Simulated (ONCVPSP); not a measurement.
# iridium (Ir): one change to an ONCV potential, before and after

iridium, optimised norm-conserving Vanderbilt (ONCV), made with ONCVPSP 4.0.1 (PBE, scalar-relativistic). Core [Kr] 4d10 4f14, reference 5s2 5p6 5d7 6s2. Waves: 5s+6s: rc 1.80 bohr, ncon 3, nbas 6, qcut 7.5 1/bohr, 2 projectors; 5p: rc 1.35 bohr, ncon 4, nbas 9, qcut 10.5 1/bohr, 2 projectors, debl 3.7 Ha; 5d: rc 2.00 bohr, ncon 4, nbas 9, qcut 7.8 1/bohr, 2 projectors, debl 2.9 Ha. Local part: polynomial inside 0.85 bohr (lpopt 5, dvloc0 4 Ha). Core correction: polynomial model core, fcfact 0.6.

All-electron outer shells of the reference configuration (PBE, scalar-relativistic, ld1.x):

| shell | level (eV) | outermost node (bohr) | outermost maximum (bohr) |
| --- | --- | --- | --- |
| 5s | -97.99 | 0.50 | 0.89 |
| 4f | -62.19 | – | 0.39 |
| 5p | -54.70 | 0.54 | 1.01 |
| 5d | -7.15 | 0.59 | 1.29 |
| 6s | -6.33 | 1.17 | 2.38 |

Change: d: qcut 5.8.

Cutoffs: the cutoffs (Ha) at which the residual kinetic energy of the hardest occupied pseudo-wave falls to 1 and 0.1 mHa per electron; they do not see the model core or the augmentation charge, which bear on the density cutoff. Errors are all-electron minus pseudo energies relative to the spin-unpolarised reference configuration.

**Question.** What does the change do?

**Answer.** The potential gets neither clearly harder nor softer (38 Ha and 45 Ha → 38 Ha and 45 Ha); both files keep a bound ghost (s); the lowest positive-energy flag moves from p at 292.9 eV to d at 31.4 eV; of the 4 tests that both files solve, the error grows in 0 and shrinks in 1 by more than 15 % and 0.3 meV (median size 12.7 → 11.8 meV).

```tsv
quantity	base	changed
cutoff, loose	38 Ha	38 Ha
cutoff, tight	45 Ha	45 Ha
loose cutoff by channel	s 18 Ha, p 38 Ha, d 18 Ha	s 18 Ha, p 38 Ha, d 15 Ha
bound ghosts	s	s
GHOST(+) flags under 300 eV	p at 292.9 eV	d at 31.4 eV, p at 292.9 eV
error for 5s2 5p6 5d7 6s1, meV [ΔE 9.88 eV]	-5.4	-4.9
error for 5s2 5p6 5d7 6s0, meV [ΔE 27.35 eV]	-20	-19
error for 5s2 5p6 5d6 6s0, meV [ΔE 57.89 eV]	-27	-30
error for 5s2 5p6 5d7.5 6s1.5, meV [ΔE -0.29 eV]	-3.3	-1.6
s: phases at 1.83 bohr within 0.05 rad from the reference energy up to (Ha; the scan ends near 5)	to the end of the scan	to the end of the scan
p: phases at 1.37 bohr within 0.05 rad from the reference energy up to (Ha; the scan ends near 5)	to the end of the scan	to the end of the scan
d: phases at 2.03 bohr within 0.05 rad from the reference energy up to (Ha; the scan ends near 5)	to the end of the scan	to the end of the scan
rms error of d²Exc/dni dnj with the model core, mHa	1.97	1.98
```

 A true bound ghost makes a file unfit for plane-wave use even where its test errors are small: the radial tests pick states by their node count and pass the ghost by.
